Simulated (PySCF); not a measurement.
Field gradients at the hydrogen positions

Species: C6H7FO.
Cartesian coordinates in Å at the GFN2-xTB level; atoms count from 1:
```
atom  x, y, z in Å
C1     3.1044   -0.0970    1.1741
C2     1.8417   -0.3511    0.5354
C3     0.7810   -0.5600    0.0024
C4    -0.4717   -0.8118   -0.6280
O5    -0.6028   -1.3749   -1.6892
C6    -1.6876   -0.2755    0.1342
C7    -2.2676    0.9286   -0.5986
F8    -1.3425    0.0871    1.4203
H9     2.9974    0.6915    1.9180
H10    3.4477   -1.0064    1.6667
H11    3.8435    0.2000    0.4308
H12   -2.4329   -1.0768    0.2255
H13   -1.5408    1.7384   -0.6076
H14   -2.5038    0.6461   -1.6205
H15   -3.1702    1.2698   -0.0975
```

Level: PBE0/pcSseg-1 (PySCF, non-relativistic); Q(2H) = 0.00286 b; rigid geometry, the same for H and D, with no vibrational averaging.

Q: What are Vzz, η and χzz (234.96 MHz × Q × Vzz) at all hydrogens?

A: 
```json
{"atom": "H9", "bonded to": "C1", "bond length (Å)": "1.089", "Vzz (au)": "0.3075", "η": "0.03", "χzz (kHz)": "207"}
{"atom": "H10", "bonded to": "C1", "bond length (Å)": "1.090", "Vzz (au)": "0.3076", "η": "0.03", "χzz (kHz)": "207"}
{"atom": "H11", "bonded to": "C1", "bond length (Å)": "1.090", "Vzz (au)": "0.3074", "η": "0.03", "χzz (kHz)": "207"}
{"atom": "H12", "bonded to": "C6", "bond length (Å)": "1.098", "Vzz (au)": "0.2810", "η": "0.06", "χzz (kHz)": "189"}
{"atom": "H13", "bonded to": "C7", "bond length (Å)": "1.088", "Vzz (au)": "0.3105", "η": "0.04", "χzz (kHz)": "209"}
{"atom": "H14", "bonded to": "C7", "bond length (Å)": "1.086", "Vzz (au)": "0.3120", "η": "0.03", "χzz (kHz)": "210"}
{"atom": "H15", "bonded to": "C7", "bond length (Å)": "1.087", "Vzz (au)": "0.3137", "η": "0.03", "χzz (kHz)": "211"}
```

Q: How does χzz go with the bond length over the 7 C–H bonds?

A: A straight-line fit has a slope of -18.9 kHz for each 0.01 Å, with a correlation coefficient of -0.99, over lengths from 1.086 to 1.098 Å. The longer bonds have the smaller couplings here.

Q: A static deuteron (I = 1) shows a doublet split by (3/2)χ, (3/4)χ(1 + η) and (3/4)χ(1 − η) with the field along z, y and x of the gradient. What are these for H12?

A: With |χ| = 188.8 kHz and η = 0.057: 283, 150 and 134 kHz, to first order and without motion.

One conformer (not necessarily the lowest) at the GFN2-xTB geometry, without solvent, vibrations or thermal averaging. GFN2-xTB frequencies show an imaginary mode (23i cm⁻¹), so this geometry is no minimum at that level. GFN2-xTB bond lengths can be off by several hundredths of an ångström, more for odd bonds, and the gradients follow them. The small basis limits the accuracy of the gradients.

The run behind these numbers computed NMR shieldings as well. On one thread of an Arm Neoverse V2 (shared host), this took 23 s of wall time and 0.76 GiB of memory at its peak.
